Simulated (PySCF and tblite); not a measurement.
The numbers below are computed, except where a source is named.
Barrier and rate of a rotation

System: C₄H₅NO₃, numbered as in [O:1]=[CH:2][NH:3]/[CH:4]=[CH:5]/[O:6][CH:7]=[O:8].

Motion: rotation about the C4–N3 bond (torsion C5–C4–N3–C2 from -180° to 0°, rising). The path came from a restrained scan, a climbing-image band and a saddle search at GFN2-xTB; energies are BP86/pcSseg-1 + D3(BJ)//GFN2-xTB, thermal terms GFN2-xTB. Rates follow Eyring's equation with the number of equivalent paths and no tunnelling. Programs: tblite and PySCF.

| point | symmetry | E(GFN2) kcal/mol | E(DFT) kcal/mol | ZPE change kcal/mol | lowest mode cm⁻¹ | dipole D |
| --- | --- | --- | --- | --- | --- | --- |
| start | Cs | 0.0 | 0.0 | 0.00 | 43 | 1.80 |
| saddle | C1 | 8.1 | 6.9 | -0.74 | 161i | 3.67 |
| end | Cs | 2.0 | 0.6 | 0.01 | 38 | 5.50 |

| Property | Result |
| --- | --- |
| Electronic barrier | 6.9 kcal/mol |
| Barrier with zero-point energy | 6.2 kcal/mol |
| ΔH‡ (298 K) | 5.9 kcal/mol |
| ΔS‡ (298 K, symmetry apart) | -1.4 cal/(mol K) |
| Paths | 2 equivalent paths |
| End point | a different minimum |
| Mean lifetime of the start against this motion at 298 K | 3.5 ns |
| Cost | 2.5 min on 1 thread of Arm Neoverse N1 (shared host) (rough), peak memory 0.65 GiB, launched as `OMP_NUM_THREADS=1 python ens_run.py task.json out` |

```tsv
T/K	ΔG‡ kcal/mol	k s⁻¹	ΔG kcal/mol	k back s⁻¹
150	6.2	5970	0.6	4.6×10⁴
200	6.2	1.3×10⁶	0.6	5.9×10⁶
250	6.3	3.4×10⁷	0.6	1.1×10⁸
298	6.3	2.8×10⁸	0.6	7.6×10⁸
350	6.4	1.5×10⁹	0.6	3.3×10⁹
400	6.5	4.8×10⁹	0.6	9.7×10⁹
500	6.7	2.6×10¹⁰	0.5	4.4×10¹⁰
```

ΔG and ΔG‡ leave out symmetry numbers and mirror images; rates count paths: 2 out, 2 back.
